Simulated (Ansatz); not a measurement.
C2H6O2Si (`COC(=O)[SiH3]`), relaxed with RKS PBE0-D4/def2-TZVP in Ansatz 0.2.0 from a PBE-D4/def2-SVP geometry. The force threshold is 0.005 eV/Å; the program also tests the step.

Total charge 0; spin multiplicity 1.

Start:

```xyz
11

C     1.895    0.481   -0.620
O     0.481    0.620   -0.392
C    -0.119   -0.436    0.215
O     0.470   -1.446    0.553
Si   -2.014   -0.170    0.503
H     2.436    0.342    0.337
H     2.219    1.414   -1.115
H     2.105   -0.395   -1.267
H    -2.517    1.127   -0.063
H    -2.721   -1.328   -0.138
H    -2.236   -0.208    1.987
```

```csv
step,energy (eV),largest force (eV/Å),largest move (Å)
1,-14135.7700,1.184,0.000
2,-14135.8155,0.198,0.044
3,-14135.8188,0.081,0.008
4,-14135.8189,0.043,0.004
5,-14135.8189,0.006,0.002
6,-14135.8190,0.005,0.004
7,-14135.8190,0.002,0.002
```

End:

```xyz
11

C     1.881    0.473   -0.616
O     0.477    0.617   -0.389
C    -0.119   -0.421    0.213
O     0.463   -1.419    0.550
Si   -2.001   -0.174    0.503
H     2.408    0.337    0.330
H     2.198    1.392   -1.103
H     2.078   -0.389   -1.255
H    -2.478    1.111   -0.061
H    -2.690   -1.317   -0.142
H    -2.218   -0.211    1.969
```

Hardware: 4 threads of an Intel Xeon 6975P-C on a shared host. Wall time 12 s, peak host memory 0.5 GiB.
